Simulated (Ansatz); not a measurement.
Two isomers of CH7FNPSi: A = `C[Si](N)(F)P`, B = `C[SiH](F)PN`.

Calculated with Ansatz (gas phase, PBE0-D4/def2-TZVP geometries, no zero-point term in ΔE). CBS: MP2 limit from def2 TZ/QZ plus the TZ coupled-cluster correction, frozen cores. Functionals use def2-TZVPP. B3LYP here is the variant with VWN-RPA as its local correlation; programs differ in this. Each species was taken in one conformer, which may not be the lowest.

A:

```xyz
12

C     0.077    0.137   -1.521
Si   -0.444   -0.095    0.244
N     0.043   -1.638    0.768
F    -2.041    0.118    0.278
P     0.334    1.359    1.770
H    -0.359   -0.641   -2.155
H     1.164    0.091   -1.617
H    -0.263    1.103   -1.898
H    -0.030   -1.915    1.733
H     0.039   -2.433    0.150
H    -0.146    2.497    1.069
H     1.625    1.418    1.180
```

B:

```xyz
12

C    -0.649   -0.937    1.795
Si    0.102   -0.758    0.106
F    -0.982   -1.208   -1.001
P     0.731    1.358   -0.276
N     0.940    1.261   -1.969
H    -1.511   -0.278    1.919
H     0.087   -0.689    2.565
H    -0.979   -1.966    1.960
H     1.271   -1.656   -0.076
H    -0.593    1.879   -0.101
H     1.411    2.050   -2.382
H     0.172    0.944   -2.540
```

Problem. Which is lower in electronic energy at CCSD(T)/CBS, and by how much? (An estimate is asked.)

Solution. The calculation gave: A, by 26.5 kcal/mol.

Problem. Give E(B) − E(A) in kcal/mol with PBE-D4, HF/def2-TZVPP, CCSD(T)/def2-TZVPP, ωB97M-V, PBE0-D4, r2SCAN-D4, B3LYP-D4. (Estimate.)

Solution. The calculation gave: PBE-D4 24.8, HF/def2-TZVPP 25.2, CCSD(T)/def2-TZVPP 26.8, ωB97M-V 26.0, PBE0-D4 25.5, r2SCAN-D4 26.6, B3LYP-D4 25.4. None reverses the order clearly.

Largest T1 diagnostic: 0.012.

In def2-TZVPP, CCSD(T) changes the Hartree–Fock value by +1.6 kcal/mol (the triples alone add +0.1 kcal/mol) and MP2 by +2.0 kcal/mol. From PBE to PBE0 (25 % exact exchange), in def2-TZVPP and without D4, E(B) − E(A) moves by +0.8 kcal/mol.
